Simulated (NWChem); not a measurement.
System: GeSiH₃F₃; SMILES [F][Ge]([F])([F])[SiH3]

```xyz
8

F      0.7167    -1.4055    -1.0089
Ge     0.0000     0.0000    -0.3138
F      0.8588     1.3235    -1.0089
F     -1.5756     0.0820    -1.0089
Si     0.0000     0.0000     2.0630
H      1.4193    -0.0733     2.5038
H     -0.7731    -1.1926     2.5038
H     -0.6462     1.2658     2.5038
```
Atoms are numbered in this order, from 1.

Program: NWChem. The geometry was optimised at PBE0/def2-SVP. GIAO values for the isolated, static molecule; σ is the absolute isotropic shielding, δ = σ(reference) − σ with the isolated reference molecule computed at the same levels (19F: trichlorofluoromethane, 1H: tetramethylsilane, 29Si: tetramethylsilane).

| level | δ F1 (ppm) | σ Ge2 (ppm) | δ Si5 (ppm) | δ H6 (ppm) |
|---|---|---|---|---|
| PBE0/pcSseg-1 | -116.3 | 1347.8 | -101.3 | 3.90 |
| KT2/pcSseg-1 | (withheld) | (withheld) | (withheld) | 3.88 |
| PBE/pcSseg-1 | -114.5 | 1274.1 | -105.5 | 3.92 |

### Question
Some entries are withheld; supply them.

### Answer

- KT2/pcSseg-1, δ F1 (ppm): -119.4
- KT2/pcSseg-1, σ Ge2 (ppm): 1335.1
- KT2/pcSseg-1, δ Si5 (ppm): -103.1
